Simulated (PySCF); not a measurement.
Atoms are numbered as in `[GeH3:1][O:2][c:3]1[cH:4][cH:5][s:6][cH:7]1`. Hydrogens are named by the atom that carries them.

Geometry: PBE0-D3(BJ)/def2-SVP; GIAO shifts from PySCF 2.14, gas phase, non-relativistic, averaged over equivalent atoms.

At PBE0/pcSseg-1 (180 basis functions, 25 s wall time on 1 thread of an Arm Neoverse V2, shared host):
```json
{"atoms": "Ge1", "δ (ppm)": "-88.3"}
{"atoms": "O2", "δ (ppm)": "89.3"}
{"atoms": "C3", "δ (ppm)": "164.3"}
{"atoms": "C5", "δ (ppm)": "132.4"}
{"atoms": "C4", "δ (ppm)": "127.0"}
{"atoms": "C7", "δ (ppm)": "102.1"}
{"atoms": "S6", "δ (ppm)": "174.5"}
{"atoms": "H(C5)", "δ (ppm)": "6.97"}
{"atoms": "H(C4)", "δ (ppm)": "6.85"}
{"atoms": "H(C7)", "δ (ppm)": "5.71"}
{"atoms": "H(Ge1)", "δ (ppm)": "5.20"}
```

References, each an isolated molecule treated in the same way: ⁷³Ge (σ = 1330.28 ppm) vs GeMe4; ¹⁷O (σ = 334.56 ppm) against H2O; ¹³C (σ = 184.41 ppm), ¹H (σ = 31.27 ppm) vs TMS; CS2 for ³³S (σ = 495.66 ppm).

Q: What do these become at wB97X-D/pcSseg-2?

A: 
```tsv
atoms	δ at wB97X-D/pcSseg-2	change
Ge1	-88.9	-0.6
O2	80.2	-9.1
C3	171.4	+7.1
C5	140.0	+7.6
C4	132.2	+5.2
C7	107.5	+5.4
S6	199.6	+25.1
H(C5)	7.29	+0.32
H(C4)	6.90	+0.05
H(C7)	6.04	+0.33
H(Ge1)	5.21	+0.01
```

δ = σ(ref) − σ, references computed at the same level: GeMe4 for ⁷³Ge (σ = 1329.95 ppm); H2O for ¹⁷O (σ = 326.83 ppm); TMS for ¹³C (σ = 184.42 ppm) and ¹H (σ = 31.36 ppm); CS2 for ³³S (σ = 499.87 ppm).

The largest change is at S6 (aromatic ring sulfur). Cost: 370 basis functions, 120 s wall time on 1 thread of an Arm Neoverse V2, shared host. The order of the carbon signals is the same at both levels.

Relativistic effects, spin–orbit coupling among them, are left out; they matter for Ge and for the light atoms bonded to it. Experimental scales use liquid or dissolved standards, which lie at an offset from isolated H2O (liquid H2O: subtract about 36 ppm).
